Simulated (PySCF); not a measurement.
Fractional electron number in I²⁺ (iodine, charge +2)

The 5p alpha orbital of [Kr] 4d10 5s2 5p3 is emptied in steps (occupation f), with all orbitals relaxed, ending at [Kr] 4d10 5s2 5p2. Computed with PySCF 2.14 in x2c-TZVPall, with the spin-free X2C one-electron Hamiltonian (Gaussian nucleus). The exact energy is a straight line in f; departures are measured from the line between the end points of the same method.

Among UHF, LDA, PBE, PBE0, r2SCAN, LC-wPBE, BHandHLYP, wB97X, TPSS, which shows the largest delocalisation error (convex curve), and which is closest to linear?

Most convex: LDA (-1.236 eV at f = 0.5); closest to linear: UHF (0.114 eV).

```json
{"f": "1", "UHF (eV)": "0.000", "LDA (eV)": "0.000", "PBE (eV)": "0.000", "PBE0 (eV)": "0.000", "r2SCAN (eV)": "0.000", "LC-wPBE (eV)": "0.000", "BHandHLYP (eV)": "0.000", "wB97X (eV)": "0.000", "TPSS (eV)": "0.000"}
{"f": "0.9", "UHF (eV)": "0.042", "LDA (eV)": "-0.443", "PBE (eV)": "-0.432", "PBE0 (eV)": "-0.314", "r2SCAN (eV)": "-0.408", "LC-wPBE (eV)": "-0.063", "BHandHLYP (eV)": "-0.204", "wB97X (eV)": "-0.089", "TPSS (eV)": "-0.423"}
{"f": "0.7", "UHF (eV)": "0.097", "LDA (eV)": "-1.037", "PBE (eV)": "-1.007", "PBE0 (eV)": "-0.731", "r2SCAN (eV)": "-0.946", "LC-wPBE (eV)": "-0.144", "BHandHLYP (eV)": "-0.477", "wB97X (eV)": "-0.209", "TPSS (eV)": "-0.985"}
{"f": "0.5", "UHF (eV)": "0.114", "LDA (eV)": "-1.236", "PBE (eV)": "-1.198", "PBE0 (eV)": "-0.868", "r2SCAN (eV)": "-1.115", "LC-wPBE (eV)": "-0.168", "BHandHLYP (eV)": "-0.568", "wB97X (eV)": "-0.251", "TPSS (eV)": "-1.170"}
{"f": "0.3", "UHF (eV)": "0.095", "LDA (eV)": "-1.039", "PBE (eV)": "-1.004", "PBE0 (eV)": "-0.726", "r2SCAN (eV)": "-0.927", "LC-wPBE (eV)": "-0.138", "BHandHLYP (eV)": "-0.477", "wB97X (eV)": "-0.213", "TPSS (eV)": "-0.980"}
{"f": "0.1", "UHF (eV)": "0.040", "LDA (eV)": "-0.445", "PBE (eV)": "-0.429", "PBE0 (eV)": "-0.310", "r2SCAN (eV)": "-0.394", "LC-wPBE (eV)": "-0.058", "BHandHLYP (eV)": "-0.204", "wB97X (eV)": "-0.093", "TPSS (eV)": "-0.417"}
{"f": "0", "UHF (eV)": "0.000", "LDA (eV)": "0.000", "PBE (eV)": "0.000", "PBE0 (eV)": "0.000", "r2SCAN (eV)": "0.000", "LC-wPBE (eV)": "0.000", "BHandHLYP (eV)": "0.000", "wB97X (eV)": "0.000", "TPSS (eV)": "0.000"}
```

```csv
method,E(f=0) − E(f=1) (eV),−ε at f=1 (eV),−ε at f=0.5 (eV)
UHF,29.828,30.295,29.822
LDA,30.468,25.549,30.460
PBE,30.265,25.470,30.273
PBE0,30.376,26.886,30.390
r2SCAN,30.502,25.954,30.558
LC-wPBE,30.422,29.722,30.438
BHandHLYP,30.232,27.961,30.233
wB97X,30.046,29.061,30.032
TPSS,30.276,25.578,30.293
```

Reference removal energy between the ground levels: 29.57 ± 0.025 eV (measured; NIST Atomic Spectra Database, ionization energies). The calculation has no spin-orbit coupling. UHF lacks correlation.
